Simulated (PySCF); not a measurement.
A geometry optimisation, step by step.

C2H7NOSSi.
Bonds: C1–S2, S2–Si3, Si3–N4, N4–C5, C5–O6 (double). Hydrogens: H7, H8, H9 on C1; H10, H11 on Si3; H12 on N4; H13 on C5.

Method: PBE0-D3(BJ)/def2-SVP geometry optimisation, gas phase in PySCF; density fitting, grid level 1; the optimiser is geomeTRIC in internal coordinates, started from a GFN2-xTB structure with every atom displaced at random (about 0.01 Å). The frame can shift and turn from step to step; on so coarse a grid that alone can change the energy by a few meV, and forces under 0.02 eV/Å are noise.

Step 0: E = -24416.0443 eV, largest atomic force 2.381 eV/Å
```
atom  x, y, z in Å  |  force x, y, z in eV/Å
C1     -2.690    0.064    0.473   -0.654   1.838   0.171
S2     -1.134    0.528    1.240    0.453   0.146   0.435
Si3     0.159   -0.142   -0.321    0.704   0.319   1.223
N4      1.774    0.260    0.359   -2.253   0.206   0.744
C5      2.754   -0.080   -0.454    0.940   0.538   0.690
O6      2.553   -0.586   -1.518   -0.301  -0.960  -1.857
H7     -2.730   -0.982    0.292   -0.235  -1.345  -0.221
H8     -2.805    0.635   -0.471   -0.198  -0.274   0.200
H9     -3.497    0.381    1.179    0.397  -0.320  -0.486
H10     0.041   -1.583   -0.467   -0.138  -0.636  -0.267
H11    -0.074    0.632   -1.513   -0.220   0.347  -0.893
H12     1.918    0.690    1.263    0.255   0.031   0.046
H13     3.737    0.165   -0.073    1.251   0.109   0.216
```

Step 1: E = -24416.2475 eV, largest atomic force 0.401 eV/Å
```
atom  x, y, z in Å  |  force x, y, z in eV/Å
C1     -2.733    0.092    0.585    0.083  -0.389  -0.056
S2     -1.114    0.555    1.284    0.025   0.043  -0.003
Si3     0.150   -0.113   -0.311    0.058   0.011  -0.073
N4      1.787    0.254    0.277    0.080  -0.092  -0.189
C5      2.826   -0.083   -0.541   -0.111  -0.051  -0.155
O6      2.654   -0.609   -1.622    0.047   0.118   0.278
H7     -2.767   -0.986    0.331    0.022   0.265   0.018
H8     -2.991    0.693   -0.298    0.029   0.020   0.015
H9     -3.471    0.271    1.374   -0.079   0.077   0.044
H10    -0.028   -1.573   -0.539    0.011  -0.016   0.019
H11    -0.141    0.623   -1.575    0.019   0.006   0.045
H12     2.002    0.685    1.168   -0.035   0.032   0.066
H13     3.844    0.163   -0.145   -0.148  -0.025  -0.010
```

Step 2: E = -24416.2530 eV, largest atomic force 0.115 eV/Å
```
atom  x, y, z in Å  |  force x, y, z in eV/Å
C1     -2.720    0.089    0.588   -0.021  -0.075   0.030
S2     -1.101    0.555    1.282    0.024   0.008   0.002
Si3     0.145   -0.117   -0.324   -0.017  -0.008  -0.013
N4      1.773    0.252    0.270    0.011  -0.028  -0.090
C5      2.816   -0.083   -0.536    0.098  -0.038   0.029
O6      2.670   -0.615   -1.614   -0.077   0.052   0.068
H7     -2.756   -0.981    0.333    0.006   0.037   0.004
H8     -2.968    0.692   -0.296   -0.007   0.012  -0.003
H9     -3.463    0.282    1.374   -0.003   0.020  -0.030
H10    -0.031   -1.579   -0.550   -0.003   0.001   0.005
H11    -0.144    0.625   -1.583    0.000   0.003   0.005
H12     1.975    0.684    1.165   -0.021   0.003  -0.007
H13     3.821    0.167   -0.121    0.010   0.015   0.000
```

Step 3: E = -24416.2466 eV, largest atomic force 0.457 eV/Å
```
atom  x, y, z in Å  |  force x, y, z in eV/Å
C1     -2.712    0.087    0.590   -0.054   0.157   0.047
S2     -1.091    0.554    1.275    0.003  -0.012   0.020
Si3     0.143   -0.123   -0.338    0.039  -0.031  -0.037
N4      1.766    0.245    0.263    0.150   0.185   0.390
C5      2.825   -0.081   -0.520   -0.387  -0.005  -0.030
O6      2.655   -0.605   -1.597    0.274  -0.152  -0.312
H7     -2.753   -0.979    0.340   -0.007  -0.124  -0.007
H8     -2.953    0.688   -0.299   -0.022  -0.003  -0.013
H9     -3.459    0.298    1.369    0.040  -0.019  -0.043
H10    -0.035   -1.585   -0.560   -0.015   0.009  -0.002
H11    -0.144    0.623   -1.593   -0.018   0.002  -0.017
H12     1.950    0.679    1.162   -0.046   0.003   0.011
H13     3.826    0.170   -0.103    0.043  -0.009  -0.005
```

Step 4: E = -24416.2518 eV, largest atomic force 0.250 eV/Å
```
atom  x, y, z in Å  |  force x, y, z in eV/Å
C1     -2.716    0.089    0.590   -0.032   0.043   0.039
S2     -1.095    0.553    1.278    0.011   0.000   0.010
Si3     0.144   -0.121   -0.331    0.024  -0.024  -0.035
N4      1.770    0.248    0.266    0.095   0.110   0.203
C5      2.822   -0.080   -0.528   -0.211  -0.042   0.003
O6      2.658   -0.610   -1.604    0.148  -0.068  -0.177
H7     -2.755   -0.979    0.335    0.000  -0.050  -0.007
H8     -2.962    0.693   -0.295   -0.011   0.004  -0.005
H9     -3.460    0.287    1.374    0.016   0.005  -0.033
H10    -0.032   -1.583   -0.555   -0.009   0.004   0.004
H11    -0.145    0.622   -1.589   -0.009   0.005  -0.004
H12     1.963    0.682    1.163   -0.039   0.008   0.009
H13     3.826    0.170   -0.114    0.017   0.005  -0.006
```

Step 5: E = -24416.2539 eV, largest atomic force 0.080 eV/Å
```
atom  x, y, z in Å  |  force x, y, z in eV/Å
C1     -2.718    0.089    0.590   -0.016   0.018   0.018
S2     -1.096    0.554    1.278    0.004  -0.002   0.004
Si3     0.144   -0.121   -0.331    0.006  -0.011  -0.015
N4      1.770    0.249    0.267    0.045   0.034   0.056
C5      2.821   -0.082   -0.530   -0.062  -0.028  -0.003
O6      2.670   -0.611   -1.608    0.037  -0.008  -0.036
H7     -2.757   -0.979    0.336    0.001  -0.025  -0.002
H8     -2.965    0.693   -0.295   -0.006   0.001  -0.004
H9     -3.461    0.288    1.374    0.006   0.007  -0.017
H10    -0.033   -1.583   -0.555   -0.005   0.002   0.002
H11    -0.145    0.622   -1.588   -0.004   0.003  -0.002
H12     1.963    0.682    1.164   -0.021   0.004   0.000
H13     3.824    0.170   -0.112    0.014   0.004  -0.001
```

Step 6: E = -24416.2542 eV, largest atomic force 0.023 eV/Å
```
atom  x, y, z in Å  |  force x, y, z in eV/Å
C1     -2.720    0.089    0.589   -0.001   0.007   0.003
S2     -1.097    0.555    1.275   -0.004  -0.003   0.001
Si3     0.146   -0.120   -0.332   -0.002   0.002  -0.006
N4      1.771    0.248    0.270    0.009  -0.004   0.006
C5      2.822   -0.084   -0.527   -0.002   0.022   0.001
O6      2.675   -0.609   -1.608    0.000  -0.014  -0.004
H7     -2.761   -0.981    0.341    0.000  -0.008   0.002
H8     -2.965    0.688   -0.300    0.000  -0.002  -0.004
H9     -3.463    0.296    1.369    0.001   0.005  -0.003
H10    -0.033   -1.582   -0.557   -0.001   0.000   0.001
H11    -0.141    0.624   -1.590    0.000   0.000   0.000
H12     1.961    0.681    1.167   -0.005   0.000   0.000
H13     3.825    0.167   -0.107    0.005  -0.006   0.005
```

Problem. Summarise the path.

Solution. The energy falls by 4.84 kcal/mol from step 0 to step 6; nine tenths of that is first reached at step 1. It rises by more than 0.2 meV at step 3. The largest force goes from 2.381 to 0.023 eV/Å. Among the bonds Si3–H11 changes most, from 1.440 to 1.489 Å; the atoms move by 0.097 Å rms after alignment.

What follows is the cost of the whole optimisation. Hardware: one thread, Arm Neoverse N1 (aarch64), shared host with 64 logical CPUs at a one-minute load of 61. Cost: 76 s wall, 0.52 GiB resident at most.
